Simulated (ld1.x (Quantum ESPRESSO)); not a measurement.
# Transferability test, ultrasoft potential for erbium (Er)

| Item | Value |
| --- | --- |
| Element | Er |
| Generator | ld1.x (Quantum ESPRESSO) 7.5 |
| Type | ultrasoft |
| Functional | PBEsol |
| Relativity | fully relativistic |
| Frozen core | [Kr] 4d10 |
| Valence charge | 22 |
| Reference configuration | 4f12 5s2 5p6 5d0 6s2 6p0 |
| Partial waves | 5s (bound): rcut 1.60, rcutus 1.70 bohr; 6s (bound): rcut 1.60, rcutus 1.70 bohr; 5p (bound): rcut 2.00, rcutus 2.30 bohr; 6p (bound, empty): rcut 2.00, rcutus 2.30 bohr; 5d (bound, empty): rcut 2.60, rcutus 2.75 bohr; 5d channel at 0.25 Ry: rcut 2.60, rcutus 2.75 bohr; 4f (bound): rcut 1.10, rcutus 1.20 bohr; 4f channel at 1.15 Ry: rcut 1.10, rcutus 1.20 bohr |
| Local potential | all-electron potential smoothed inside 2.65 bohr (lloc = -2) |
| Core correction | a·sin(br)/r model core, default radius (core density twice the valence density) |
| Augmentation charge | built from norm-conserving waves at rcut, not smoothed further |

Open shells are filled in proportion to 2j + 1 (rel_dist='average').

Energies are relative to the spin-unpolarised reference configuration 4f12 5s2 5p6 5d0 6s2 6p0; without spin polarisation the order of configurations can differ from experiment.

```json
{"valence configuration": "4f12 5s2 5p6 5d0 6s1 6p0", "charge": "+1", "ΔE all-electron (eV)": "6.400", "error AE − PS (meV)": "+578"}
{"valence configuration": "4f12 5s2 5p6 5d0 6s0 6p0", "charge": "+2", "ΔE all-electron (eV)": "18.241", "error AE − PS (meV)": "+1751"}
{"valence configuration": "4f11 5s2 5p6 5d0 6s0 6p0", "charge": "+3", "ΔE all-electron (eV)": "44.407", "error AE − PS (meV)": "+1315"}
{"valence configuration": "4f12 5s2 5p6 5d0.5 6s1.5 6p0", "charge": "0", "ΔE all-electron (eV)": "1.467", "error AE − PS (meV)": "+489"}
{"valence configuration": "4f11 5s2 5p6 5d0 6s2 6p0", "charge": "+1", "ΔE all-electron (eV)": "10.387", "error AE − PS (meV)": "-1625"}
```

(1) What are ΔE and the potential's error for 4f11 5s2 5p6 5d1 6s1 6p0?

(2) What are ΔE and the potential's error for 4f12 5s2 5p6 5d1 6s1 6p0?

Levels in the configuration 4f12 5s2 5p6 5d0.5 6s1.5 6p0:

```json
{"level": "4f j=5/2", "all-electron (eV)": "-3.473", "pseudo (eV)": "-4.243"}
{"level": "4f j=7/2", "all-electron (eV)": "-2.390", "pseudo (eV)": "-3.153"}
{"level": "5s j=1/2", "all-electron (eV)": "-51.452", "pseudo (eV)": "-52.134"}
{"level": "5p j=1/2", "all-electron (eV)": "-29.909", "pseudo (eV)": "-30.578"}
{"level": "5p j=3/2", "all-electron (eV)": "-24.556", "pseudo (eV)": "-25.221"}
{"level": "5d j=3/2", "all-electron (eV)": "-0.930", "pseudo (eV)": "-1.382"}
{"level": "5d j=5/2", "all-electron (eV)": "-0.756", "pseudo (eV)": "-1.189"}
{"level": "6s j=1/2", "all-electron (eV)": "-3.776", "pseudo (eV)": "-3.303"}
```

A Bessel basis up to 400 Ry misses an occupied level by 0.43 Ry, so cutoffs and ghosts were not judged. The potential misses its own reference levels by up to 1.2 eV, so it is not fit for use.

Results:

(1) ΔE = 11.803 eV all-electron; the error (AE − PS) is +28 meV.

(2) ΔE = 2.947 eV all-electron; the error (AE − PS) is +922 meV.

These tests converged, but a pseudo level misses the all-electron one widely, so the file describes the atom poorly there or has found another state: 4f11 5s2 5p6 5d0 6s0 6p0: empty 6p by 2.4 eV (a node warning on the way); 4f11 5s2 5p6 5d0 6s2 6p0: 4f by 2.0 eV.
